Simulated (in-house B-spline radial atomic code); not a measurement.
Computed with a B-spline radial atomic code. Model: two electrons, singlet ground state, non-relativistic, full CI in B-splines with partial waves to l = 8 (at full coupling up to 3e-4 hartree above the limit, correlation up to 0.6 % small), density held at that of full coupling by Lieb maximisation.

W(λ) is the mean repulsion in the state of coupling λ less the Hartree energy of the fixed density. Its start is exact exchange, its initial slope is twice the second-order Görling-Levy correlation energy, and its area from 0 to 1 is E_xc. A straight curve means weak, dynamic correlation, and a curve that drops fast and flattens means strong correlation.

Command:
```bash
python run_ac.py task.json out
```
Settings (lengths in bohr, energies in hartree):
```
potential              coulomb
strength               1.85
lmax                   8
```

Time taken, with all properties: 25 s on 1 thread of Intel(R) Xeon(R) Processor @ 2.30GHz, on a shared host.

**W = mean repulsion less Hartree energy, and W of three functionals.**

Given: confinement point charge; nuclear charge 1.85; external potential -Z/r.

Computed: PBE exchange minus exact 9.2104 millihartree; SCAN exchange minus exact -5.3728 millihartree.

| coupling | W xc (hartree) | W xc minus exchange (millihartree) | kinetic minus Kohn-Sham (millihartree) | LDA (PW92) W minus its exchange (millihartree) | PBE W minus its exchange (millihartree) | SCAN W minus its exchange (millihartree) |
| --- | --- | --- | --- | --- | --- | --- |
| 0 | -0.93028 | 0 | 0 | 0 | 0 | 0 |
| 0.02 | -0.93222 | -1.933 | 0.02 | -11.61 | -1.75 | -1.81 |
| 0.05 | -0.93508 | -4.797 | 0.12 | -23.64 | -4.4 | -4.46 |
| 0.12 | -0.9416 | -11.316 | 0.67 | -44.95 | -10.61 | -10.41 |
| 0.25 | -0.95314 | -22.853 | 2.8 | -74.44 | -21.92 | -20.75 |
| 0.4 | ? | ? | ? | ? | ? | ? |
| 0.6 | ? | ? | ? | ? | ? | ? |
| 0.8 | -0.99496 | -64.676 | 24.28 | -152.58 | -64.31 | -57.57 |
| 1 | -1.0078 | -77.558 | 35.86 | -172.69 | -77.61 | -68.88 |
| 1.4 | -1.0307 | -100.37 | 63.11 | -206.07 | -101.42 | -89.05 |
| 2 | -1.0589 | -128.66 | 110.9 | -245.05 | -131.49 | -114.49 |
| 3 | -1.0948 | -164.54 | 199.62 | -292.73 | -170.9 | -147.81 |
| 4.5 | -1.1321 | -201.8 | 337.45 | -342.3 | -214.15 | -184.09 |
| 7 | -1.1709 | -240.61 | 556.32 | -396.13 | -262.97 | -223.88 |
| 10 | -1.1991 | -268.81 | 792.73 | -437.94 | -301.82 | -253.69 |

Q: What belongs in the row 0.4?

A: W xc (hartree): -0.96559; W xc minus exchange (millihartree): -35.311; kinetic minus Kohn-Sham (millihartree): 6.84; LDA (PW92) W minus its exchange (millihartree): -100.82; PBE W minus its exchange (millihartree): -34.38; SCAN W minus its exchange (millihartree): -31.79.

Q: What belongs in the row 0.6?

A: W xc (hartree): -0.98093; W xc minus exchange (millihartree): -50.644; kinetic minus Kohn-Sham (millihartree): 14.48; LDA (PW92) W minus its exchange (millihartree): -129.14; PBE W minus its exchange (millihartree): -49.93; SCAN W minus its exchange (millihartree): -45.26.

Q: What is the LDA exchange minus exact?

A: 127.64 millihartree.

**Energy parts, natural occupations and partial-wave weights.**

Computed: total energy -2.4196 hartree; exchange energy -0.93028 hartree; correlation energy -0.0417 hartree; initial slope twice GL2 -0.097126 hartree; kinetic part over minus potential part 0.46234; Kohn-Sham kinetic 2.3836 hartree; Lieb Oxford ratio E_xc over LDA exchange 1.211.

```
natural  occupation of the shell (electrons)
      s                               1.9808
      s                            0.0093674
      p                                    ?
      d                           0.00036119
      p                           0.00027719
      s                           0.00014552
```

Q: What belongs in the row p?

A: occupation of the shell (electrons): 0.0088596.

```tsv
wave	weight
s	0.99518
p	0.0045813
d	?
f	2.7201e-05
g	6.188e-06
```

Q: What belongs in the row d?

A: weight: 0.00020169.

Q: What is the Hartree energy?

A: 1.8606 hartree.

Q: What is the kinetic part of the DFT correlation energy?

A: 0.035858 hartree.

Half-way to full coupling W has made 55 % of its drop, against 50 % for a straight line, and second-order (GL2) theory, half the initial slope, overshoots the correlation energy by about 16 %: a moderate bend, as in light atoms. Over couplings 0 to 1 the errors in E_xc come to about +62 millihartree for LDA, +10 millihartree for PBE, -1.0 millihartree for SCAN, so SCAN is nearest. In LDA and SCAN the errors of exchange and correlation have opposite signs, so the sum is smaller than the larger of the two.
